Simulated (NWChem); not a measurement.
System: B₃H₂O₃ cation

The following NWChem deck was run.

```
start job
memory heap 200 mb stack 900 mb global 1100 mb
charge 1
geometry units angstroms noautosym nocenter noautoz
  B      0.000000     0.000000     1.163286
  O     -1.231978     0.000000     0.828139
  B     -1.239410     0.000000    -0.650989
  O      0.000000     0.000000    -1.223483
  B      1.239410     0.000000    -0.650989
  O      1.231978     0.000000     0.828139
  H     -2.277066     0.000000    -1.202972
  H      2.277066     0.000000    -1.202972
end
basis spherical
  B library 6-31g*
  O library 6-31g*
  H library 6-31g*
end
dft
  xc hfexch
  iterations 150
  mulliken
end
task dft energy
esp
  recalculate
  probe 0.07
  range 0.3
  factor 1.0
  spacing 0.02
end
task esp
```

Excerpt of the output:

```
             Northwest Computational Chemistry Package (NWChem) 7.3.0
             --------------------------------------------------------

                             Geometry "geometry" -> ""
                             -------------------------

 Output coordinates in angstroms (scale by  1.889725989 to convert to a.u.)

  No.       Tag          Charge          X              Y              Z
 ---- ---------------- ---------- -------------- -------------- --------------
    1 B                    5.0000     0.00000000     0.00000000     1.16328600
    2 O                    8.0000    -1.23197800     0.00000000     0.82813900
    3 B                    5.0000    -1.23941000     0.00000000    -0.65098900
    4 O                    8.0000     0.00000000     0.00000000    -1.22348300
    5 B                    5.0000     1.23941000     0.00000000    -0.65098900
    6 O                    8.0000     1.23197800     0.00000000     0.82813900
    7 H                    1.0000    -2.27706600     0.00000000    -1.20297200
    8 H                    1.0000     2.27706600     0.00000000    -1.20297200

 Effective nuclear repulsion energy (a.u.)     193.0118087554

  xc_inp: hfexch multiplicative factor not found.

                                 NWChem DFT Module
                                 -----------------

 Summary of "ao basis" -> "ao basis" (spherical)
 ------------------------------------------------------------------------------
       Tag                 Description            Shells   Functions and Types
 ---------------- ------------------------------  ------  ---------------------
 B                           6-31g*                  6       14   3s2p1d
 O                           6-31g*                  6       14   3s2p1d
 H                           6-31g*                  2        2   2s

            General Information
            -------------------
          SCF calculation type: DFT
          Wavefunction type:  closed shell.
          No. of atoms     :     8
          No. of electrons :    40
           Alpha electrons :    20
            Beta electrons :    20
          Charge           :     1
          Spin multiplicity:     1
          Use of symmetry is: off; symmetry adaption is: off
          Maximum number of iterations: 150
          AO basis - number of functions:    88
                     number of shells:    40
          Convergence on energy requested:  1.00D-06
          Convergence on density requested:  1.00D-05
          Convergence on gradient requested:  5.00D-04

              XC Information
              --------------
                     Hartree-Fock (Exact) Exchange  1.000

      Superposition of Atomic Density Guess
      -------------------------------------

 Sum of atomic energies:        -298.83778725

 Renormalizing density from      41.00 to     40

      Non-variational initial energy
      ------------------------------

 Total energy =    -296.607222
 1-e energy   =    -771.487102
 2-e energy   =     281.868072
 HOMO         =      -0.725952
 LUMO         =      -0.302037

     ---------------------------------------------
      Total Density - Mulliken Population Analysis
     ---------------------------------------------

    Atom       Charge   Shell Charges
 -----------   ------   -------------------------------------------------------
    1 B    5     3.72   2.00  0.52  0.87  0.15  0.04  0.13
    2 O    8     8.69   2.00  0.98  3.27  0.81  1.61  0.02
    3 B    5     4.22   2.00  0.63  0.96  0.40  0.14  0.11
    4 O    8     8.77   2.00  0.98  3.34  0.81  1.63  0.01
    5 B    5     4.22   2.00  0.63  0.96  0.40  0.14  0.11
    6 O    8     8.69   2.00  0.98  3.27  0.81  1.61  0.02
    7 H    1     0.84   0.45  0.39
    8 H    1     0.84   0.45  0.39

   convergence    iter        energy       DeltaE   RMS-Dens  Diis-err
 ---------------- ----- ----------------- --------- --------- ---------
 d= 0,ls=0.0,diis     1   -299.5383278193 -4.93D+02  1.11D-02  2.36D+00
 d= 0,ls=0.0,diis     2   -299.7024332241 -1.64D-01  4.30D-03  8.28D-01
 d= 0,ls=0.0,diis     3   -299.7769395976 -7.45D-02  1.05D-03  6.90D-03
 d= 0,ls=0.0,diis     4   -299.7785382510 -1.60D-03  1.89D-04  1.51D-04
 d= 0,ls=0.0,diis     5   -299.7785804548 -4.22D-05  4.20D-05  3.18D-05
  Resetting Diis
 d= 0,ls=0.0,diis     6   -299.7785849550 -4.50D-06  1.76D-05  2.42D-06
 d= 0,ls=0.0,diis     7   -299.7785855520 -5.97D-07  3.36D-06  1.06D-07

         Total DFT energy =     -299.778585552038
      One electron energy =     -783.185116787703
           Coulomb energy =      327.494093095210
    Exchange-Corr. energy =      -37.099370614947
 Nuclear repulsion energy =      193.011808755404

 Numeric. integr. density =        0.000000000000

                       DFT Final Molecular Orbital Analysis
                       ------------------------------------

 Vector   18  Occ=2.000000D+00  E=-7.943364D-01
              MO Center=  2.6D-14,  9.3D-16, -8.5D-01, r^2= 1.5D+00
   Bfn.  Coefficient  Atom+Function         Bfn.  Coefficient  Atom+Function
  ----- ------------  ---------------      ----- ------------  ---------------
    46      0.548363  4 O  py                50      0.415422  4 O  py
    18     -0.165998  2 O  py                74     -0.165998  6 O  py
    22     -0.126109  2 O  py                78     -0.126109  6 O  py
     4     -0.107648  1 B  py                32      0.100670  3 B  py
    60      0.100670  5 B  py                36      0.036709  3 B  py

 Vector   19  Occ=2.000000D+00  E=-7.615970D-01
              MO Center= -5.3D-13, -1.1D-16, -8.8D-01, r^2= 4.5D+00
   Bfn.  Coefficient  Atom+Function         Bfn.  Coefficient  Atom+Function
  ----- ------------  ---------------      ----- ------------  ---------------
    31      0.271732  3 B  px                59      0.271732  5 B  px
    85     -0.212139  7 H  s                 87      0.212139  8 H  s
    45     -0.189949  4 O  px                86     -0.178863  7 H  s
    88      0.178863  8 H  s                  3      0.126964  1 B  px
    17     -0.127287  2 O  px                73     -0.127287  6 O  px

 Vector   20  Occ=2.000000D+00  E=-7.503935D-01
              MO Center=  8.1D-13, -2.5D-16, -8.8D-01, r^2= 3.3D+00
   Bfn.  Coefficient  Atom+Function         Bfn.  Coefficient  Atom+Function
  ----- ------------  ---------------      ----- ------------  ---------------
    47      0.411428  4 O  pz                51      0.302799  4 O  pz
    19      0.170712  2 O  pz                75      0.170712  6 O  pz
    48     -0.158691  4 O  s                 85      0.155991  7 H  s
    87      0.155991  8 H  s                 86      0.142429  7 H  s
    88      0.142429  8 H  s                 30      0.139669  3 B  s

 Vector   21  Occ=0.000000D+00  E=-1.599633D-01
              MO Center= -9.4D-14,  1.2D-15,  1.6D+00, r^2= 2.0D+00
   Bfn.  Coefficient  Atom+Function         Bfn.  Coefficient  Atom+Function
  ----- ------------  ---------------      ----- ------------  ---------------
     6      0.603862  1 B  s                  9      0.568842  1 B  pz
     5      0.390532  1 B  pz                20     -0.323425  2 O  s
    76     -0.323425  6 O  s                 34      0.216864  3 B  s
    62      0.216864  5 B  s                 23     -0.168017  2 O  pz
    79     -0.168017  6 O  pz                19     -0.144362  2 O  pz

 Vector   22  Occ=0.000000D+00  E=-9.333405D-02
              MO Center= -4.1D-14,  1.7D-16, -6.6D-01, r^2= 3.5D+00
   Bfn.  Coefficient  Atom+Function         Bfn.  Coefficient  Atom+Function
  ----- ------------  ---------------      ----- ------------  ---------------
    36      0.519815  3 B  py                64     -0.519815  5 B  py
    32      0.356629  3 B  py                60     -0.356629  5 B  py
    22     -0.175329  2 O  py                78      0.175329  6 O  py
    18     -0.130234  2 O  py                74      0.130234  6 O  py
    52     -0.031257  4 O  d -2

[...]

                     NWChem Electrostatic Potential Fit Module
                     -----------------------------------------

 Atom parameters

 Number of atoms is                                    8
 Number of basis functions is                         88

 Grid parameters

 Maximum number of grid points is                  32425
 Number of grid points is                          32424
 Grid range                                     0.300000 nm
 Grid spacing                                   0.020000 nm
 Probe radius                                   0.070000 nm
 Atom radius factor                             1.000000

 Atomic radii

    1    0.100000
    5    0.158000
    8    0.136000
 FASTESP  F
  using M.O. file = ./job.movecs

    Atom              Coordinates                           Charge

                                                  ESP

    1 B     0.000000    0.000000    0.116329    1.316399
    2 O    -0.123198    0.000000    0.082814   -0.609498
    3 B    -0.123941    0.000000   -0.065099    0.818494
    4 O     0.000000    0.000000   -0.122348   -0.633493
    5 B     0.123941    0.000000   -0.065099    0.822558
    6 O     0.123198    0.000000    0.082814   -0.610371
    7 H    -0.227707    0.000000   -0.120297   -0.051028
    8 H     0.227707    0.000000   -0.120297   -0.053060
                                            ------------
                                                1.000000

 Dipole moment                                  0.446996

 Quadrupole moment Qxx                         -0.761300
                   Qyy                         -2.150860
                   Qzz                          2.912160

 RMS deviation kJ/mol                           0.055234

 RRMS %                                         2.391444
```

Level: Hartree-Fock/6-31G* (spherical d). Structure relaxed at the B3LYP/6-31G* (spherical d) level.
